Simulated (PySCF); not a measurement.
FGeH₅SSi, SMILES F[SiH2][S][GeH3].

The structure is a stationary point at ωB97X-D3(BJ)/def2-SVP. The structure was generated by enumeration, and PubChem lists no compound with its InChIKey, so it may never have been made. The values are those of a single conformer.

Two levels are set side by side: TDA-PBE/def2-SVPD (PySCF) and TDA-PBE0/def2-SVPD (PySCF). Vertical, same geometry. The lowest singlet is HOMO→LUMO 99 % with PBE and HOMO→LUMO 96 % with the other functional; states are paired by order. Differences are taken from unrounded values.

```json
[
 {"quantity": "lowest singlet excitation (eV)", "TDA-PBE0": "5.72"},
 {"quantity": "lowest triplet excitation (TDA) (eV)", "TDA-PBE0": "5.29"},
 {"quantity": "first bright state (f over 0.05) (eV)", "TDA-PBE0": "7.73"},
 {"quantity": "its oscillator strength", "TDA-PBE0": "0.09"}
]
```

Question: What does TDA-PBE give, and how far is it from TDA-PBE0? (An estimate is asked for; the answer gives what the named calculation found.)

Answer: 
```tsv
quantity	TDA-PBE	TDA-PBE minus TDA-PBE0
lowest singlet excitation (eV)	5.22	-0.51
lowest triplet excitation (TDA) (eV)	4.84	-0.45
first bright state (f over 0.05) (eV)	6.98	-0.75
its oscillator strength	0.09	0.00
```

A lower first singlet is the usual sign of a functional without exact exchange. Differences between two approximate levels are no errors against the true value.

Rough cost on one machine, each run with all the roots and properties that it gave: TDA-PBE0 against TDA-PBE about 2 times.
